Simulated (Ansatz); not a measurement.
A run of Ansatz (development build ahead of 0.2.0) on triplet H6 at this shape:

```xyz
6

H     0.9900    0.0000    0.0000
H     0.4950    0.8574    0.0000
H    -0.4950    0.8574    0.0000
H    -0.9900    0.0000    0.0000
H    -0.4950   -0.8574    0.0000
H     0.4950   -0.8574    0.0000
```

Its results:

| Item | Value |
| --- | --- |
| Converged | yes |
| Total energy | -2.97319 hartree |
| Spin squared of the determinant | 2.073 |
| Stability test | minimum |

Forces (eV/Å):
| atom | Fx | Fy | Fz |
| --- | --- | --- | --- |
| H1 | 3.241 | -6.548 | 0.000 |
| H2 | -4.052 | 6.081 | 0.000 |
| H3 | -0.295 | 0.514 | 0.000 |
| H4 | -3.241 | 6.548 | 0.000 |
| H5 | 4.053 | -6.081 | 0.000 |
| H6 | 0.295 | -0.514 | 0.000 |

Which input gives this output? Name the method, the orbitals and the basis set, and write the input.

UHF in cc-pVDZ.

```yaml
crystal:
  periodic: [false, false, false]
  atoms:
    - { symbol: H, position_ang: [0.99001, -2.0e-05, 0.0] }
    - { symbol: H, position_ang: [0.49499, 0.85737, -1.0e-05] }
    - { symbol: H, position_ang: [-0.49499, 0.85737, -2.0e-05] }
    - { symbol: H, position_ang: [-0.99001, 1.0e-05, 1.0e-05] }
    - { symbol: H, position_ang: [-0.495, -0.85736, -2.0e-05] }
    - { symbol: H, position_ang: [0.49499, -0.85737, -1.0e-05] }
basis:
  gaussian: { orbitals: cc-pVDZ }
magnetization:
  spin_polarized: true
  initial_magnetization: 2
hamiltonian:
  xc: hf
output:
  forces: true
```

Caution: the determinant breaks the point group.
